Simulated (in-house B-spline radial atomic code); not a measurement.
A fraction x of an electron is removed from 2p in neutral carbon, starting from [He] 2s2 2p2 and keeping the highest spin. Level of theory: scalar-relativistic (X2C) revTPSS, spin-polarised, spherical fractional occupations, Fermi nucleus of rms radius 2.4702 fm; calculated with a B-spline radial code for spherical atoms.

| x | E(x) - E(0) (eV) | 2p up level (eV) |
| --- | --- | --- |
| 0 | 0.0000 | -6.122 |
| 0.09 | 0.5921 | -7.041 |
| 0.2 | 1.4300 | -8.200 |
| 0.36 | 2.8810 | -9.950 |
| 0.45 | 3.8221 | -10.967 |
| 0.5 | 4.3848 | -11.541 |
| 0.6 | 5.5971 | -12.711 |
| 0.71 | 7.0674 | -14.027 |
| 0.84 | 8.9940 | -15.620 |
| 0.89 | 9.7906 | -16.244 |
| 1 | 11.6538 | -17.636 |

The exact functional would give a straight line between the two integer points. Deviations E(x) - E(0) - x[E(1) - E(0)], in eV: -0.457 at x = 0.09, -0.901 at x = 0.2, -1.314 at x = 0.36, -1.422 at x = 0.45, -1.442 at x = 0.5, -1.395 at x = 0.6, -1.207 at x = 0.71, -0.795 at x = 0.84, -0.581 at x = 0.89.

The curve lies below the straight line by up to 1.442 eV (at x = 0.5): convex, the delocalisation error that favours fractional charges.

Question: How well does Slater's transition state (minus the level at half occupation) give the ionisation energy?

Answer: It gives 11.541 eV against 11.654 eV from the two total energies; NIST lists 11.26 eV, ground level to ground level.
